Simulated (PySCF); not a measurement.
From one molecule to another.

First species: C6H12OSSi.
Cartesian coordinates in Å at the GFN2-xTB level; atoms count from 1:
```xyz
21
C6H12OSSi angstrom
O     -3.162    0.403    1.883
C     -2.519   -0.139    0.753
C     -1.018    0.049    0.795
C     -0.417    1.341    0.275
C     -0.243    0.073   -0.467
C     -0.407   -0.391   -1.863
C      0.857   -0.690   -1.089
S      2.377    0.153   -1.580
Si     3.510   -0.067    0.222
H     -2.925    1.335    1.953
H     -2.769   -1.204    0.762
H     -2.919    0.304   -0.171
H     -0.553   -0.396    1.668
H     -1.083    2.084   -0.143
H      0.433    1.763    0.790
H     -1.077   -1.211   -2.075
H     -0.338    0.342   -2.654
H      1.040   -1.709   -0.775
H      3.545   -1.489    0.547
H      4.807    0.480   -0.128
H      2.853    0.671    1.296
```

Second species: C7H13OP.
SMILES: `[P@](=O)(C=C)(C(=C)C)CC`

Levels: PBE0/pcSseg-1 for dipole moment, HOMO energy, LUMO energy and HOMO–LUMO gap; GFN2-xTB for rotational constant A and rotational constant C. Geometries: GFN2-xTB. All species are isolated and taken at one optimised geometry, non-relativistic unless stated. Electronic properties by PySCF.

The conformers computed, where there is a choice (atom-mapped SMILES and torsion angles):
- `[OH:1][CH2:2][C@@H:3]1[CH2:4][C@:5]12[CH2:6][C@H:7]2[S:8][SiH3:9]`: O1–C2–C3–C4 -86°, C6–C7–S8–Si9 160°, H–O1–C2–C3 56°
- `[CH2:1]=[CH:2][P@:3](=[O:4])([CH2:5][CH3:6])[C:7](=[CH2:8])[CH3:9]`: C1–C2–P3–O4 0°, C2–P3–C5–C6 -177°, C2–P3–C7–C8 58°

(1) Which of the two has the higher dipole moment, and by how much?

(2) Which has the higher rotational constant C?

(3) Which of the two has the higher HOMO energy, and by how much?

(4) Which of the two has the higher HOMO–LUMO gap, and by how much?

(5) Which has the higher LUMO energy?

(6) Which of the two has the higher rotational constant A, and by how much?

## Answers

(1) The second: 3.36 D against 0.55 D, a difference of 2.81 D.

(2) The second: 0.995 GHz against 0.479 GHz, a difference of 0.516 GHz.

(3) The first: -6.78 eV against -7.50 eV, a difference of 0.72 eV.

(4) The first: 7.00 eV against 6.78 eV, a difference of 0.22 eV.

(5) The first: 0.22 eV against -0.72 eV, a difference of 0.94 eV.

(6) The first: 2.440 GHz against 1.502 GHz, a difference of 0.938 GHz.

On the first: A dipole of 0.55 D is allowed in C1, and pure rotational transitions are dipole-allowed. In atomic units the dipole is 0.22 e·bohr (1 au = 2.5417 D).

On the second: The dipole equals about 11.2 × 10⁻³⁰ C·m (1 D = 3.33564 × 10⁻³⁰ C·m). A dipole of 3.36 D is allowed in C1, and pure rotational transitions are dipole-allowed.
